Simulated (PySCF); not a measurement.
C3H8O2Si, SMILES C[C@H]1OC[Si@@H]1O.

Coordinates come from a PBE-D3(BJ)/def2-SVP optimisation. The structure was generated by enumeration; whether it is a known compound was not checked. One conformer was computed; it need not be the lowest.

Computed with PBE-D3(BJ)/def2-SVP (PySCF).

Frequencies are harmonic and unscaled.

### Question
Give all harmonic wavenumbers and intensities. (Estimate from the structure and the level; the computed values follow.)

### Answer

```tsv
mode	ν (cm⁻¹)	IR (km/mol)	moving atoms (share of kinetic energy)
1	96	7.1	O 49 %, H 25 %, C 17 %, Si 9 %
2	168	2.3	H 37 %, O 33 %, C 17 %, Si 13 %
3	184	3.0	C 38 %, H 33 %, O 16 %, Si 13 %
4	224	1.4	H 84 %
5	276	15.1	H 46 %, C 21 %, Si 17 %, O 16 %
6	328	110.9	H 63 %, O 21 %, C 9 %
7	397	9.4	O 40 %, C 32 %, H 21 %
8	428	1.8	C 41 %, H 31 %, O 15 %, Si 13 %
9	626	37.9	C 40 %, H 29 %, Si 27 %
10	651	11.1	H 74 %, C 19 %
11	681	66.8	C 38 %, H 34 %, O 15 %, Si 12 %
12	760	13.2	H 73 %, C 13 %, O 9 %
13	807	61.7	H 55 %, C 19 %, O 17 %, Si 9 %
14	816	7.4	H 45 %, O 28 %, C 25 %
15	857	206.7	H 84 %, O 8 %
16	886	77.2	Si 39 %, O 35 %, H 22 %
17	955	7.5	H 67 %, C 21 %, O 9 %
18	975	116.7	C 40 %, O 39 %, H 20 %
19	1034	36.4	C 47 %, H 44 %
20	1104	2.1	C 52 %, H 48 %
21	1143	5.9	H 77 %, C 15 %
22	1175	2.4	H 70 %, C 23 %
23	1201	2.1	H 63 %, C 33 %
24	1289	5.0	H 76 %, C 23 %
25	1338	6.3	H 72 %, C 28 %
26	1398	5.5	H 96 %
27	1405	2.0	H 92 %
28	1425	4.0	H 96 %
29	2185	118.1	H 97 %
30	2883	50.9	H 92 %
31	2909	67.7	H 94 %
32	2966	22.2	H 97 %
33	3034	17.3	H 91 %, C 9 %
34	3052	14.2	H 91 %, C 9 %
35	3069	13.2	H 91 %, C 9 %
36	3763	77.4	H 94 %
```
